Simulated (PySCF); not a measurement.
Molecule: SMILES CCC([SiH3])([SiH3])[SiH3], C3H14Si3.

Atoms are numbered as in `[CH3:1][CH2:2][C:3]([SiH3:4])([SiH3:5])[SiH3:6]`. Each H is labelled by its parent atom.

Geometry PBE0-D3(BJ)/def2-SVP throughout; GIAO in PySCF, gas phase, one conformer, non-relativistic; equivalent atoms averaged; basis pcSseg-1.

Question: How do the absolute shieldings σ depend on the functional? (ppm; last column core-seconds on shared hosts with different chips, so compare them loosely)

Answer: 
```tsv
functional	kind	C2	C1	C3	Si4/Si5/Si6	H(Si4)/H(Si5)/H(Si6)	H(C2)	H(C1)	core-s
HF	Hartree–Fock	167.4	175.9	208.3	442.1	28.01	30.42	30.57	16
LDA	LDA	147.2	166.0	183.4	380.8	26.57	29.13	29.67	35
PBE	GGA	147.0	164.1	184.8	394.9	27.11	29.49	30.03	45
BLYP	GGA	141.4	158.9	178.7	383.6	27.39	29.65	30.18	45
BP86	GGA	146.8	163.4	183.8	393.4	27.18	29.57	30.09	42
OPBE	GGA	154.7	169.6	193.2	418.1	27.17	29.51	30.09	48
KT2	GGA	149.4	166.6	186.7	421.2	27.12	29.45	29.99	39
KT3	GGA	149.6	165.7	187.7	423.7	27.43	29.59	30.15	39
B97-D	GGA	146.7	162.6	184.0	403.9	27.48	29.70	30.22	39
B3LYP	global hybrid	147.9	163.3	185.7	394.9	27.49	29.79	30.23	30
PBE0	global hybrid	154.5	168.9	193.0	408.6	27.28	29.71	30.14	29
mPW1PW91	global hybrid	153.9	167.9	192.3	406.8	27.36	29.77	30.19	28
WP04	global hybrid	141.4	155.1	177.5	390.8	28.19	30.03	30.47	54
B97-2	global hybrid	153.7	167.7	191.9	412.4	27.47	29.79	30.23	43
BHandHLYP	global hybrid	155.8	168.6	194.6	411.8	27.66	30.00	30.32	41
CAM-B3LYP	range-separated hybrid	153.4	167.5	191.9	399.7	27.45	29.84	30.20	45
wB97X-D	range-separated hybrid	155.7	168.9	195.1	407.5	27.44	29.91	30.26	55
LC-wPBE	range-separated hybrid	163.2	174.2	202.8	413.5	27.45	29.96	30.26	58
```

Question: Which nucleus moves most, in ppm?

Answer: Si4/Si5/Si6 (silicon bonded to C, 3 H): from 380.8 ppm with LDA to 442.1 ppm with HF. The smallest spread is 0.90 ppm, at H(C1). Proton shifts span only some 12 ppm, so a few tenths of a ppm matter as much there as several ppm in carbon.
